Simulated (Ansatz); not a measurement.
**Match the barriers**

Saddle point of GaH$_{2}$Cl$_{3}$, singlet (GaCl₃ ([Cl][Ga]([Cl])[Cl]) + H₂ → GaHCl₂ ([Cl][GaH][Cl]) + HCl (still joined by a long Ga–Cl bond); bonds formed: Ga1–H6, Cl2–H5; bonds broken: H5–H6; bonds weakened to dative contacts: Ga1–Cl2), PBE0-D4/def2-TZVP structure:

```xyz
6
angstrom
Ga -0.2041 0.4365 -0.2257
Cl 1.4067 -1.3541 -0.0471
Cl -1.4132 0.1563 -1.9434
Cl 0.7110 2.2865 0.2557
H 0.2013 -1.0701 0.8422
H -0.7016 -0.4550 1.1185
```

Program: Ansatz 0.2.0. Basis: def2-TZVPP, with def2-QZVPP for the basis limit. Cores are frozen in the correlated methods. Filled d shells of the heavier atoms are correlated. The def2 sets are not built for correlating such inner shells, so the correlated values are less sure here. B3LYP uses VWN-RPA correlation. Extrapolation: Hartree–Fock as exp(−7.88 √X), correlation as X^−2.97. Four methods, as single points on the PBE0-D4 structures, gave these electronic barriers from the start structure: 113.0, 136.7, 143.7, 188.6 kJ/mol.

Q: The methods were, in alphabetical order, B3LYP-D4, CCSD(T), HF, PBE-D4. Which gave which? (A judgement: the text doesn't fix the answer.)

A: By the calculation: PBE-D4 113.0; B3LYP-D4 136.7; CCSD(T) 143.7; HF 188.6 kJ/mol. For comparison, CCSD(T) at an estimated basis limit (MP2 extrapolated from triple and quadruple zeta, plus CCSD(T) − MP2 in triple zeta) gives 143.0 kJ/mol.

The T1 diagnostic stays at or below 0.012.

Labels in which every atom is bracketed show which atoms are joined, not bond orders.

For scale, one of the runs: CCSD(T)/def2-TZVPP, 202 basis functions, launched by `ansatz run in.yaml --threads 4 --pin off --events-out ev --progress --plain --max-ram 9574MiB`. Hardware: 4 CPU threads of an Arm Neoverse V1, shared host. Wall time 68 s; peak host memory 2.3 GiB.
